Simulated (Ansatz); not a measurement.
# Relative stability

The two ends of one reaction step of GeSi4H14O, singlet (PBE0-D4/def2-TZVP).

A:

```csv
atom,x (Å),y (Å),z (Å)
Ge1,-0.6836,0.9633,3.2659
H2,0.7618,0.8501,3.7659
H3,2.0568,0.0738,0.9243
O4,1.2307,0.4949,0.6794
Si5,0.4422,-0.1123,-0.6606
Si6,1.7482,0.0954,-2.6021
Si7,-1.5214,1.1270,-0.9538
Si8,-0.1040,-2.3828,-0.4097
H9,-1.1000,-0.3400,2.5715
H10,-0.8169,2.1419,2.2949
H11,-1.6103,1.1987,4.4710
H12,1.0396,-0.5472,-3.7425
H13,3.0622,-0.5843,-2.4199
H14,2.0047,1.5226,-2.9378
H15,-2.5302,0.8393,0.0997
H16,-1.2326,2.5859,-0.9698
H17,-2.0893,0.7344,-2.2737
H18,-0.7354,-2.8717,-1.6666
H19,1.1247,-3.1881,-0.1564
H20,-1.0472,-2.6010,0.7203
```

B:

Ge1  (-0.819, 0.971, 2.471)
H2  (3.025, -0.573, 2.306)
H3  (2.473, -0.185, 1.984)
O4  (0.203, 0.810, 1.022)
Si5  (-0.018, 0.083, -0.443)
Si6  (1.811, 0.601, -1.810)
Si7  (-1.981, 0.812, -1.512)
Si8  (-0.178, -2.254, -0.248)
H9  (-1.138, -0.438, 2.994)
H10  (-2.104, 1.712, 2.066)
H11  (0.017, 1.777, 3.469)
H12  (1.616, -0.064, -3.129)
H13  (3.083, 0.113, -1.212)
H14  (1.916, 2.069, -2.029)
H15  (-3.192, 0.457, -0.721)
H16  (-1.977, 2.286, -1.719)
H17  (-2.077, 0.143, -2.839)
H18  (-0.362, -2.838, -1.605)
H19  (1.048, -2.837, 0.362)
H20  (-1.346, -2.644, 0.591)
(Å)

Program: Ansatz 0.2.0. Basis: def2-TZVPP. Cores are frozen in the correlated methods. Filled d shells of the heavier atoms are correlated. The def2 sets are not built for correlating such inner shells, so the correlated values are less sure here. B3LYP uses VWN-RPA correlation.

(1) Which structure is lower at CCSD(T), and by how much? (An estimate is asked for; the value comes from the calculation.)

(2) Do the other methods give the same order? (A judgement: the text doesn't fix the answer.)

The T1 diagnostic stays at or below 0.014.

## Answers

(1) By the calculation: B, by 0.134 eV (electronic energy, against the other). By their contacts, A is a complex of Si₄H₁₀O ([OH][Si]([SiH3])([SiH3])[SiH3]) + GeH₄ and B is a complex of GeSi₄H₁₂O ([SiH3][Si]([SiH3])([SiH3])[O][GeH3]) + H₂.

(2) The calculation gives: Not all: SPW92 gives the other order.

```
      method  E(B) − E(A) (eV)
       SPW92             0.070
      PBE-D4            -0.049
     BLYP-D4            -0.143
   r2SCAN-D4            -0.100
      B97M-V            -0.051
     PBE0-D4            -0.039
    B3LYP-D4            -0.118
  r2SCAN0-D4            -0.074
    BHLYP-D4            -0.125
CAM-B3LYP-D4            -0.090
     wB97X-V            -0.096
     wB97M-V            -0.074
      B2PLYP            -0.128
    PBE-QIDH            -0.097
  RPA on PBE            -0.154
          HF            -0.109
         MP2            -0.203
        CCSD            -0.105
     CCSD(T)            -0.134
```

Labels in which every atom is bracketed show which atoms are joined, not bond orders.

For scale, one of the runs: CCSD(T)/def2-TZVPP, 443 basis functions, launched by `ansatz run in.yaml --threads 4 --pin off --events-out ev --progress --plain --max-ram 41984MiB --backend cuda --devices 0, --max-vram 37GiB`. The run took 43 s on 4 CPU threads of an AMD EPYC 7R13 and a share of one NVIDIA H100 (shared host), with 1.9 GiB of host memory at its peak.
